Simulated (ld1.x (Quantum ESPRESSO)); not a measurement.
## An all-electron radial function and its pseudo partner (O)

Columns: radius, all-electron u(r) and pseudo u(r) of the 2s shell (level -79.16 eV) of oxygen in the configuration [He] 2s2 2p1; PBEsol, non-relativistic, TM scheme, ld1.x (Quantum ESPRESSO) 7.5.

| r (bohr) | all-electron | pseudo |
| --- | --- | --- |
| 0.072 | 0.4588 | -0.0766 |
| 0.145 | 0.4398 | -0.1600 |
| 0.217 | 0.2210 | -0.2534 |
| 0.290 | -0.0623 | -0.3644 |
| 0.362 | -0.3346 | -0.4919 |
| 0.435 | -0.5726 | -0.6349 |
| 0.507 | -0.7592 | -0.7760 |
| 0.580 | -0.8982 | -0.9003 |
| 0.652 | -0.9894 | -0.9894 |
| 0.725 | -1.0415 | -1.0415 |
| 0.798 | -1.0601 | -1.0601 |
| 0.870 | -1.0523 | -1.0523 |
| 0.942 | -1.0246 | -1.0246 |
| 1.015 | -0.9818 | -0.9818 |
| 1.088 | -0.9286 | -0.9286 |
| 1.160 | -0.8698 | -0.8698 |
| 1.232 | -0.8075 | -0.8075 |
| 1.305 | -0.7431 | -0.7431 |
| 1.378 | -0.6793 | -0.6793 |
| 1.450 | -0.6182 | -0.6182 |
| 1.522 | -0.5598 | -0.5598 |
| 1.595 | -0.5040 | -0.5040 |
| 1.668 | -0.4521 | -0.4521 |
| 1.740 | -0.4047 | -0.4047 |
| 1.812 | -0.3611 | -0.3611 |
| 1.885 | -0.3209 | -0.3209 |

Question: How many radial nodes do the two functions have?

Answer: The all-electron 2s function has n − l − 1 = 1; the pseudo-wave has 0, since the states of the same l below it are removed with the core.

Question: At about which radius was the pseudo-wave matched?

Answer: 0.75 bohr. The columns agree to 0.0005 from 0.65 bohr on; several derivatives are matched, so the curves merge somewhat inside the radius.

Question: Is the pseudo-wave norm-conserving?

Answer: Yes: the TM scheme keeps the norm inside the radius equal to the all-electron one, which fixes the energy derivative of the logarithmic derivative at the level.
